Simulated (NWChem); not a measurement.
Correlation energy of CH2ClF

```xyz
5

F      1.3594    -0.7713     0.0000
C      0.6965     0.4075     0.0000
Cl    -1.0767     0.1499     0.0000
H      0.9452     0.9746     0.9090
H      0.9452     0.9746    -0.9090
```
Charge 0, spin multiplicity 1.

The numbers come from NWChem runs, not from measurements. All single points use one geometry, from B3LYP/def2-SVP, a minimum by its harmonic frequencies.

Basis set: def2-TZVP. Each correlation energy counts from its own Hartree-Fock reference.

The correlated methods keep 7 core orbitals frozen. The structure started from a generated list of species. Coupled-cluster values serve here as a point of comparison, not as the truth.

| method | correlation energy (mHa) |
|---|---|
| CR-CCSD(T) | ? |
| CR-CCSD[T] | -648.2 |
| CCSD | ? |
| MP2 | ? |
| SCS-MP2 | -592.4 |

Q: Fill in the missing entries.

A: 
- CR-CCSD(T), correlation energy (mHa): -647.5
- CCSD, correlation energy (mHa): -630.1
- MP2, correlation energy (mHa): -602.1
